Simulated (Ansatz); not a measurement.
## Relative energy of two structures of CH3SiZn−

We compare X, a singlet given by its coordinates, with Y, a singlet given by its coordinates. Both are isolated ions in the gas phase, relaxed with PBE-D3(BJ)/def2-SVPD.

X (Å):

```xyz
6

C    -0.8691   -0.4969    0.5655
Si   -2.0529   -1.4831    1.4733
Zn   -3.6270   -0.0624    3.0123
H    -0.9524   -0.1989   -0.4964
H     0.0426   -0.1046    1.0543
H    -3.1421   -1.7194    0.3767
```

Close contacts (Å): C1–Si2 1.79, Si2–Zn3 2.62, C1–H4 1.11, C1–H5 1.11, Si2–H6 1.56.

Y (Å):

```xyz
6

C    -0.7759   -0.5657    0.8883
Si   -1.0700   -1.2335    2.5515
Zn   -3.2078   -0.9538    1.5575
H    -1.4921   -0.2848    0.0779
H     0.2581   -0.3698    0.5255
H    -4.3296   -0.5766    0.4486
```

Close contacts (Å): C1–Si2 1.82, C1–Zn3 2.55, Si2–Zn3 2.37, C1–H4 1.12, C1–H5 1.11, Zn3–H6 1.62.

Problem. Estimate E(Y) − E(X) at the level CCSD(T)/def2-SVPD + ΔMP2/def2-TZVPPD.

Solution. Not settled: CCSD(T)/def2-SVPD + ΔMP2/def2-TZVPPD gives E(Y) − E(X) = +6.5 kcal/mol, but this leans on the basis-set step: CCSD(T) alone gives −0.1 kcal/mol.

Level by level:

| level | geometry | E(Y) − E(X) (kcal/mol) | departure from the last row (kcal/mol) | job, with rough time for the two |
| --- | --- | --- | --- | --- |
| PBE-D3(BJ)/def2-SVPD | PBE-D3(BJ)/def2-SVPD | +2.2 | −4.3 | optimisation, 75 s |
| HF/def2-SVPD | PBE-D3(BJ)/def2-SVPD | +7.7 | +1.3 | part of the CCSD(T) run |
| MP2/def2-SVPD | PBE-D3(BJ)/def2-SVPD | −4.1 | −10.6 | part of the CCSD(T) run |
| CCSD(T)/def2-SVPD | PBE-D3(BJ)/def2-SVPD | −0.1 | −6.6 | single point |
| CCSD(T)/def2-SVPD + ΔMP2/def2-TZVPPD | PBE-D3(BJ)/def2-SVPD | +6.5 |  | single point, 2.6 min |

MP2/def2-SVPD puts the two in the other order. CCSD(T)/def2-SVPD finds them nearly level. The largest departure from CCSD(T)/def2-SVPD + ΔMP2/def2-TZVPPD is that of MP2/def2-SVPD, 10.6 kcal/mol. Levels run at GFN2-xTB geometries aren't shown. The last row adds to CCSD(T) the change of the MP2 difference between the two basis sets, here +6.6 kcal/mol, a large step that makes the value less sure.

With harmonic frequencies from PBE-D3(BJ)/def2-SVPD (ideal gas, rigid rotor, one conformer each, 600 K, 1 atm): the zero-point term adds −0.9 kcal/mol; ΔH is +5.6 and ΔG +7.2 kcal/mol.

The correlated steps freeze 11 core orbitals; the last core shell of Zn is correlated, in a basis made for valence electrons. Mirror images aren't counted in ΔG. Codes used: Ansatz 0.2.0; the last row on 1 thread of AMD EPYC (Zen 3) on a shared host.
